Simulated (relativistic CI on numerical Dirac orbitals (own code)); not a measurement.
# Electric-dipole lines of Cs³⁵⁺

Computed by Dirac-Coulomb-Breit CI, KLI orbitals optimised for each configuration, model QED, unscaled Slater integrals (own radial code, finite nucleus).

CI space (outside the closed core [Ne]): 3s2 3p6 3d2, 3s2 3p5 3d3, 3s 3p6 3d3, 3s2 3p6 3d 4s, 3s2 3p6 3d 4p, 3s2 3p6 3d 4d, 3s2 3p5 3d2 4s, 3s2 3p6 3d 4f, 3s2 3p5 3d2 4p, 3s2 3p5 3d2 4d, 3s 3p6 3d2 4s, 3p6 3d3 4p, 3s2 3p6 4s2, 3s 3p6 3d2 4p, 3s2 3p6 4s 4p, 3s2 3p6 3d 5s, 3s2 3p6 3d 5d, 3s2 3p6 3d 5g, 3p6 3d4, 3p5 3d5, 3p5 3d4 4s, 3p6 3d3 4s, 3p5 3d3 4s2, 3s2 3p6 4p2, 3s2 3p5 4s 4p2, 3s2 3p6 4s 4d, 3s2 3p5 4s2 4d, 3s 3p6 3d 4s2, 3s 3p6 4s2 4p, 3s 3p6 4s2 4d. Double excitations out of closed p, d and f shells are left out; levels of such configurations are missing from the list, as are those of other unlisted configurations, and high levels can miss mixing partners. These lack a partner that the ground configuration has and come out too high: 3s2 3p5 3d2 4p, 3s2 3p5 3d2 4d.

```csv
λ vac (Å),Lower,Upper,A (s⁻¹),log gf,S velocity/length
11.009,3s2 3p6 3d2 3F_2 [1],3s2 3p5 3d2 4s 3G°_3 [351],5.85e+12,-0.13,0.96
11.042,3s2 3p6 3d2 3F_3 [3],3s2 3p5 3d2 4s 3G°_4 [375],5.26e+12,-0.06,0.96
11.063,3s2 3p6 3d2 3F_4 [5],3s2 3p5 3d2 4s 3G°_5 [387],4.83e+12,-0.01,0.95
39.384,3s2 3p6 3d2 3F_2 [1],3s2 3p5 3d3 3D°_1 [99],1.52e+12,0.03,0.68
39.788,3s2 3p6 3d2 3F_3 [3],3s2 3p5 3d3 3D°_2 [108],8.25e+11,-0.01,0.68
40.068,3s2 3p6 3d2 3P_2 [4],3s2 3p5 3d3 3S°_1 [110],1.48e+12,0.03,0.68
40.506,3s2 3p6 3d2 1G_4 [7],3s2 3p5 3d3 1F°_3 [118],7.58e+11,0.12,0.68
40.821,3s2 3p6 3d2 3F_3 [3],3s2 3p5 3d3 3F°_3 [102],4.92e+11,-0.07,0.69
40.989,3s2 3p6 3d2 3F_4 [5],3s2 3p5 3d3 3D°_3 [106],1.37e+12,0.38,0.67
41.010,3s2 3p6 3d2 1G_4 [7],3s2 3p5 3d3 1F°_3 [115],5.90e+11,0.02,0.68
41.137,3s2 3p6 3d2 3P_1 [6],3s2 3p5 3d3 3D°_2 [108],7.13e+11,-0.04,0.69
41.212,3s2 3p6 3d2 3F_4 [5],3s2 3p5 3d3 3F°_4 [105],1.41e+12,0.51,0.68
41.263,3s2 3p6 3d2 3F_3 [3],3s2 3p5 3d3 3D°_2 [100],8.45e+11,0.03,0.67
41.300,3s2 3p6 3d2 3P_2 [8],3s2 3p5 3d3 1P°_1 [116],1.64e+12,0.10,0.68
41.764,3s2 3p6 3d2 1G_4 [7],3s2 3p5 3d3 1G°_4 [112],1.44e+12,0.53,0.68
41.859,3s2 3p6 3d2 3P_2 [4],3s2 3p5 3d3 3F°_3 [102],3.08e+11,-0.25,0.70
42.090,3s2 3p6 3d2 1S_0 [9],3s2 3p5 3d3 1P°_1 [119],1.01e+12,-0.10,0.69
42.295,3s2 3p6 3d2 3P_2 [8],3s2 3p5 3d3 3D°_3 [113],7.85e+11,0.17,0.70
42.758,3s2 3p6 3d2 1G_4 [7],3s2 3p5 3d3 3G°_5 [109],5.41e+11,0.21,0.72
43.285,3s2 3p6 3d2 3F_2 [1],3s2 3p5 3d3 3F°_2 [82],1.06e+12,0.17,0.67
45.359,3s2 3p6 3d2 3F_3 [3],3s2 3p5 3d3 3F°_3 [84],4.47e+11,-0.02,0.66
45.456,3s2 3p6 3d2 3F_3 [3],3s2 3p5 3d3 3G°_4 [83],2.44e+11,-0.17,0.70
46.241,3s2 3p6 3d2 3P_2 [4],3s2 3p5 3d3 3D°_2 [85],3.98e+11,-0.20,0.66
46.348,3s2 3p6 3d2 3F_4 [5],3s2 3p5 3d3 1H°_5 [86],2.36e+11,-0.08,0.69
52.776,3s2 3p6 3d2 3F_4 [5],3s2 3p5 3d3 3D°_3 [72],2.26e+11,-0.18,0.60
53.369,3s2 3p6 3d2 3F_2 [1],3s2 3p5 3d3 3G°_3 [51],3.51e+11,0.02,0.66
54.454,3s2 3p5 3d3 3H°_6 [22],3s 3p6 3d3 5F_5 [126],3.58e+11,0.24,0.82
54.573,3s2 3p6 3d2 1G_4 [7],3s2 3p5 3d3 3H°_4 [77],2.66e+11,0.03,0.61
55.068,3s2 3p6 3d2 3F_4 [5],3s2 3p5 3d3 3G°_4 [65],2.03e+11,-0.08,0.62
55.394,3s2 3p6 3d2 3F_4 [5],3s2 3p5 3d3 3G°_5 [64],1.80e+11,-0.04,0.65
```

Terms are leading LS components. Brackets give the number of a level in order of energy, since labels repeat. The list gives strong lines, with weight on those to low levels, among the lowest 400 of 2053 levels, so that lines to higher ones, which can be the strongest, are missing. Levels whose partners in the same complex of configurations lie outside the list can be far off, and so can their lines. Rates are taken at the computed energies, electric ones in the length gauge. A velocity-to-length ratio far from 1 marks an uncertain rate.

At this charge energies of transitions that change n are usually good to better than 1 %, and those within a shell (Δn = 0) to a few per cent. Terms inside the open d or f shell come out 10 to 20 % too wide with unscaled integrals.

LS names give the leading component of a level, which can be under half, so a name can repeat, a term be missing and a line seem to break the LS rules.
